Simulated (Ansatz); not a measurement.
`BC(O)[SiH3]` + BH₃ → `BC(B)[SiH3]` + H₂O at 500 K and 1 bar (formal exchange of groups at a C–O bond).

Gas-phase electronic energies from Ansatz, PBE0-D4/def2-TZVP geometries. CCSD(T)/CBS adds triple-zeta CCSD(T) − MP2 to the extrapolated MP2 energy (def2 sets, frozen cores). This one scheme is used for every species. One conformer a species, not always the lowest.

```tsv
species	CCSD(T)/CBS energy (Eh)	H − E (kJ/mol)	S (J/(mol·K))
`BC(O)[SiH3]`	-431.26840	247.8	389.3
BH₃	-26.55200	86.8	208.8
`BC(B)[SiH3]`	-381.50288	268.8	397.7
H₂O	-76.37941	73.2	206.3
```

H − E and S are ideal-gas, rigid-rotor, harmonic terms from PBE0-D4/def2-TZVP, for one conformer and one mirror image of each species. 1 Eh = 2625.50 kJ/mol, R = 8.31446 J/(mol·K).

Q: By hand: ΔE, ΔH, ΔS and ΔG.

A: ΔE = (-381.50288) + (-76.37941) − (-431.26840) − (-26.55200) = -0.06189 Eh = -162.5 kJ/mol. Δ(H − E) = 268.8 + 73.2 − 247.8 − 86.8 = 7.4, so ΔH = -155.1 kJ/mol. ΔS = 397.7 + 206.3 − 389.3 − 208.8 = 5.9 J/(mol·K). ΔG = -155.1 − 500 × (5.9)/1000 = -158.0 kJ/mol.

Q: By hand: the equilibrium constant, and the temperature at which ΔG would vanish if ΔH and ΔS stayed fixed.

A: log₁₀ K = −ΔG/(RT ln 10) = 16.5. ΔH and −TΔS have one sign here, so there is no such temperature. One of them is within its doubt of zero, so this could turn.

The number of gas molecules stays the same, so ΔS is small and ΔH decides. A doubt of 5 kJ/mol in ΔE shifts log₁₀ K by 0.5 here. Other conformers and mirror images would add mixing entropy, several J/(mol·K) or more a flexible species. These are equilibria of isolated gas molecules and say nothing of rates. Largest T1 diagnostic: 0.013 (customary marks: 0.02 for closed shells, 0.045 for open ones).
